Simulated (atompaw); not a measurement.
# PBE PAW (atompaw) dataset for nitrogen, non-relativistic all-electron reference.

atompaw 4.2.0.5 input, output lines left out:

```
N 7
GGA-PBE loggrid 1500 logderivrange -3 5 201
2 2 0 0 0 0
2 1 3
0 0 0
c
v
v
1
1.30 1.20 1.25 0.80
y
1.65
n
y
-0.2
n
custom rrkj gramschmidtortho besselshape
bessel
1.00
1.30
1.30
1.30
```

All-electron outer shells of the reference configuration (PBE, non-relativistic, ld1.x):

| shell | level (eV) | outermost node (bohr) | outermost maximum (bohr) |
| --- | --- | --- | --- |
| 2s | -18.56 | 0.32 | 1.02 |
| 2p | -7.10 | – | 0.98 |

What the tests gave:

```
Cutoffs needed                                           : 40 Ry and 55 Ry (the cutoffs (Ry, on a coarse ladder) from which the occupation-weighted sum of valence levels, in a spherical-Bessel basis at the reference potential, stays within 10 and 1 mRy of its value at 400 Ry)
Ghost test                                               : no extra level below or beside the all-electron valence levels (s, p, d, f tested) (spherical-Bessel basis up to 400 Ry, 20 bohr box)
Lowest eigenvalue of the overlap operator                : 0.28 (s channel)
Overlap eigenvalues printed by atompaw (projector basis) : 0.144, 0.212, 1.87, 6.97
Share of each valence orbital outside the PAW sphere     : 2s 44 %, 2p 50 %
```

Generation and tests took about 0.34 s on one core of a shared server CPU.
